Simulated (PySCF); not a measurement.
PySCF input file for AlH₆NO₂Si, SMILES N[SiH2][Al]([OH])[OH], TDA-PBE/def2-SVPD. The structure is a stationary point at B3LYP-D3(BJ)/def2-SVP. The structure was generated by enumeration; whether it is a known compound was not checked. Other conformers were not sampled.

```python
import numpy as np
from pyscf import gto, scf, dft, tdscf

mol = gto.M(
    atom='''
    Si   -1.29298809   -0.76320960    0.41623751
    N    -2.34615963    0.62084752    0.24738426
    Al    0.92225084    0.05185453   -0.14409188
    O     2.32795766   -0.71336069    0.44233363
    O     0.94115340    1.42330143   -1.16340541
    H    -1.37896980   -1.25317066    1.82726199
    H    -1.65263925   -1.96142314   -0.42520304
    H    -3.34433490    0.52550554    0.41548239
    H    -2.17759883    1.24737174   -0.53475833
    H     3.25524030   -0.50613440    0.30303114
    H     1.68110357    1.93321770   -1.50306062
    ''',
    basis='def2-SVPD',
    charge=0,
    spin=0,
    max_memory=1600,
    verbose=4,
)
mf = dft.RKS(mol, xc='pbe').density_fit(auxbasis='def2-universal-jkfit')
mf.grids.level = 3
mf.conv_tol = 1e-9
mf.max_cycle = 100
mf.kernel()
mf.grids = dft.Grids(mol).set(level=1).build(with_non0tab=True)  # coarser grid for the response kernel
td = tdscf.TDA(mf)
td.singlet = True
td.nstates = 10
td.conv_tol = 1e-4
td.positive_eig_threshold = 1e-6
td.kernel(x0=td.get_init_guess(mf, 15))
td.analyze()
tt = tdscf.TDA(mf)
tt.singlet = False
tt.nstates = 4
tt.conv_tol = 1e-4
tt.positive_eig_threshold = 1e-6
tt.kernel(x0=tt.get_init_guess(mf, 9))
tt.analyze(verbose=3)
```

It prints:

```
PySCF version 2.14.0

[INPUT] verbose = 4
[INPUT] num. atoms = 11
[INPUT] num. electrons = 56
[INPUT] charge = 0
[INPUT] spin (= nelec alpha-beta = 2S) = 0
[INPUT] symmetry False subgroup None
[INPUT] Mole.unit = angstrom
[INPUT] Symbol           X                Y                Z      unit          X                Y                Z       unit  Magmom
[INPUT]  1 Si    -1.292988090000  -0.763209600000   0.416237510000 AA   -2.443393372424  -1.442257119639   0.786574896671 Bohr   0.0
[INPUT]  2 N     -2.346159630000   0.620847520000   0.247384260000 AA   -4.433599145211   1.173231777915   0.467488498928 Bohr   0.0
[INPUT]  3 Al     0.922250840000   0.051854530000  -0.144091880000 AA    1.742801505750   0.097990860018  -0.272294189974 Bohr   0.0
[INPUT]  4 O      2.327957660000  -0.713360690000   0.442333630000 AA    4.399202406983  -1.348056332131   0.835889416385 Bohr   0.0
[INPUT]  5 O      0.941153400000   1.423301430000  -1.163405410000 AA    1.778522167203   2.689649895402  -2.198517596737 Bohr   0.0
[INPUT]  6 H     -1.378969800000  -1.253170660000   1.827261990000 AA   -2.605875256046  -2.368149334740   3.453024718928 Bohr   0.0
[INPUT]  7 H     -1.652639250000  -1.961423140000  -0.425203040000 AA   -3.123035565207  -3.706552548984  -0.803517292932 Bohr   0.0
[INPUT]  8 H     -3.344334900000   0.525505540000   0.415482390000 AA   -6.319877029825   0.993061547542   0.785147926680 Bohr   0.0
[INPUT]  9 H     -2.177598830000   1.247371740000  -0.534758330000 AA   -4.115065397873   2.357190964122  -1.010546786530 Bohr   0.0
[INPUT] 10 H      3.255240300000  -0.506134400000   0.303031140000 AA    6.151512636647  -0.956455398221   0.572645861815 Bohr   0.0
[INPUT] 11 H      1.681103570000   1.933217700000  -1.503060620000 AA    3.176825334329   3.653251992162  -2.840372920419 Bohr   0.0

nuclear repulsion = 272.518790430029
number of shells = 70
number of NR pGTOs = 240
number of NR cGTOs = 162
basis = def2-SVPD
ecp = {}


[settings echo left out]
init E= -740.117899612561
  HOMO = -0.290924411558911  LUMO = -0.0906317909654133  gap/eV = 5.45024
cycle= 1 E= -739.72847401498  delta_E= 0.389  |g|= 1.26  |ddm|= 4.02
  HOMO = -0.0568827719551197  LUMO = -0.0127342995930229  gap/eV = 1.20134
cycle= 2 E= -737.86590248578  delta_E= 1.86  |g|= 3.09  |ddm|= 3.91
  HOMO = -0.195179593461129  LUMO = -0.0546947916550895  gap/eV = 3.82279
cycle= 3 E= -740.035716296081  delta_E= -2.17  |g|= 0.212  |ddm|= 2.99
  HOMO = -0.239260272650982  LUMO = -0.0526712446251789  gap/eV = 5.07735
cycle= 4 E= -740.039308906995  delta_E= -0.00359  |g|= 0.204  |ddm|= 0.546
  HOMO = -0.213392363927563  LUMO = -0.049688028453498  gap/eV = 4.45462
cycle= 5 E= -740.048208448244  delta_E= -0.0089  |g|= 0.0438  |ddm|= 0.264
  HOMO = -0.214439718564842  LUMO = -0.0480784947373489  gap/eV = 4.52692
cycle= 6 E= -740.048791093317  delta_E= -0.000583  |g|= 0.00983  |ddm|= 0.0838
  HOMO = -0.214361621293347  LUMO = -0.0484842034839332  gap/eV = 4.51375
cycle= 7 E= -740.048813849906  delta_E= -2.28e-05  |g|= 0.00371  |ddm|= 0.0181
  HOMO = -0.214280055074982  LUMO = -0.0485264619804452  gap/eV = 4.51039
cycle= 8 E= -740.048816012794  delta_E= -2.16e-06  |g|= 0.00215  |ddm|= 0.00527
  HOMO = -0.214270086765947  LUMO = -0.0485278009814381  gap/eV = 4.51008
cycle= 9 E= -740.048816938712  delta_E= -9.26e-07  |g|= 0.000275  |ddm|= 0.00254
  HOMO = -0.214312796794762  LUMO = -0.0485311078856269  gap/eV = 4.51115
cycle= 10 E= -740.048816958811  delta_E= -2.01e-08  |g|= 9.47e-05  |ddm|= 0.000834
  HOMO = -0.21430245150789  LUMO = -0.0485330402230887  gap/eV = 4.51082
cycle= 11 E= -740.048816962303  delta_E= -3.49e-09  |g|= 1.51e-05  |ddm|= 0.000297
  HOMO = -0.214301131318001  LUMO = -0.0485329330842452  gap/eV = 4.51078
cycle= 12 E= -740.048816962368  delta_E= -6.43e-11  |g|= 2.55e-06  |ddm|= 3.7e-05
  HOMO = -0.214300998559731  LUMO = -0.0485325967568199  gap/eV = 4.51079
Extra cycle  E= -740.048816962368  delta_E= -2.27e-13  |g|= 4.26e-06  |ddm|= 1.21e-05
converged SCF energy = -740.048816962368
tot grids = 43080
Overwritten attributes  positive_eig_threshold  of <class 'pyscf.tdscf.rks.TDA'>


******** <class 'pyscf.tdscf.rks.TDA'> for <class 'pyscf.df.df_jk.DFRKS'> ********
nstates = 10 singlet
deg_eia_thresh = 1.000e-03
wfnsym = None
conv_tol = 0.0001
eigh lindep = 1e-12
eigh level_shift = 0
eigh max_cycle = 100


Excitation energies (eV)
[4.57469968 4.68724122 5.15881805 5.84517324 6.11138727 6.16359047
 6.18342554 6.2112047  6.28255066 6.35108726]

** Singlet excitation energies and oscillator strengths **
Excited State   1:      4.57470 eV    271.02 nm  f=0.0059
      28 -> 29        0.61364
      28 -> 30        0.34528
Excited State   2:      4.68724 eV    264.51 nm  f=0.0048
      28 -> 29        0.33741
      28 -> 30       -0.61080
Excited State   3:      5.15882 eV    240.33 nm  f=0.0090
      28 -> 31       -0.69598
Excited State   4:      5.84517 eV    212.11 nm  f=0.1654
      27 -> 29       -0.50421
      27 -> 30       -0.46164
Excited State   5:      6.11139 eV    202.87 nm  f=0.0376
      25 -> 29        0.12958
      27 -> 29       -0.38742
      27 -> 30        0.43585
      27 -> 31       -0.24409
      28 -> 32        0.13185
      28 -> 33       -0.10662
Excited State   6:      6.16359 eV    201.16 nm  f=0.0029
      25 -> 29       -0.35756
      26 -> 29        0.52192
      26 -> 30        0.23584
      28 -> 32        0.16706
Excited State   7:      6.18343 eV    200.51 nm  f=0.0017
      26 -> 29       -0.11623
      27 -> 30       -0.13331
      28 -> 32        0.67011
Excited State   8:      6.21120 eV    199.61 nm  f=0.0013
      25 -> 29       -0.52196
      25 -> 30        0.13867
      26 -> 29       -0.19737
      26 -> 30       -0.40144
Excited State   9:      6.28255 eV    197.35 nm  f=0.0017
      25 -> 30       -0.62764
      26 -> 29        0.12676
      26 -> 30       -0.23462
      27 -> 31        0.15449
Excited State  10:      6.35109 eV    195.22 nm  f=0.0349
      26 -> 29        0.13141
      26 -> 30       -0.20276
      27 -> 29        0.13353
      27 -> 30       -0.13956
      27 -> 31       -0.59670

** Transition electric dipole moments (AU) **
state          X           Y           Z        Dip. S.      Osc.
  1        -0.1707     -0.1478      0.0417      0.0527      0.0059
  2         0.1599     -0.1227     -0.0279      0.0414      0.0048
  3        -0.0650     -0.1665     -0.1988      0.0715      0.0090
  4        -0.9243     -0.4925      0.2406      1.1549      0.1654
  5         0.2139     -0.2788     -0.3571      0.2511      0.0376
  6         0.0570     -0.1210     -0.0357      0.0192      0.0029
  7        -0.0686     -0.0052      0.0785      0.0109      0.0017
  8         0.0646     -0.0627     -0.0162      0.0084      0.0013
  9         0.0352     -0.0946     -0.0271      0.0109      0.0017
 10         0.2663     -0.1774      0.3494      0.2245      0.0349

** Transition velocity dipole moments (imaginary part, AU) **
state          X           Y           Z        Dip. S.      Osc.
  1        -0.0250      0.0008      0.0167      0.0009      0.0036
  2         0.0212      0.0179      0.0237      0.0013      0.0051
  3        -0.0210     -0.0197     -0.0320      0.0019      0.0065
  4        -0.1572     -0.0546      0.0473      0.0299      0.0929
  5         0.0449      0.0123      0.0084      0.0022      0.0066
  6         0.0171     -0.0193      0.0121      0.0008      0.0024
  7        -0.0236     -0.0146     -0.0109      0.0009      0.0026
  8         0.0136     -0.0063      0.0120      0.0004      0.0011
  9         0.0176     -0.0260      0.0277      0.0018      0.0051
 10         0.0521     -0.0487      0.0018      0.0051      0.0145

** Transition magnetic dipole moments (imaginary part, AU) **
state          X           Y           Z
  1        -0.1559     -0.2311      0.5218
  2        -0.0483     -0.1885      0.4715
  3         0.3854      0.4290     -0.3590
  4         0.1064      0.2391      0.3158
  5        -0.0624      0.2517     -0.0594
  6         0.1192      0.2703      0.2643
  7        -0.3230     -0.2276      0.2379
  8        -0.6264     -0.1477      0.2289
  9        -0.0115      0.3546      0.3644
 10         0.2257      0.1941      0.5043


******** <class 'pyscf.tdscf.rks.TDA'> for <class 'pyscf.df.df_jk.DFRKS'> ********
nstates = 4 triplet
deg_eia_thresh = 1.000e-03
wfnsym = None
conv_tol = 0.0001
eigh lindep = 1e-12
eigh level_shift = 0
eigh max_cycle = 100


Excitation energies (eV)
[4.3697783  4.54550921 4.82941778 4.97070108]

** Triplet excitation energies and oscillator strengths **
Excited State   1:      4.36978 eV    283.73 nm  f=0.0000
Excited State   2:      4.54551 eV    272.76 nm  f=0.0000
Excited State   3:      4.82942 eV    256.73 nm  f=0.0000
Excited State   4:      4.97070 eV    249.43 nm  f=0.0000
```

The run converged.

Cost: roughly 80 core-seconds.
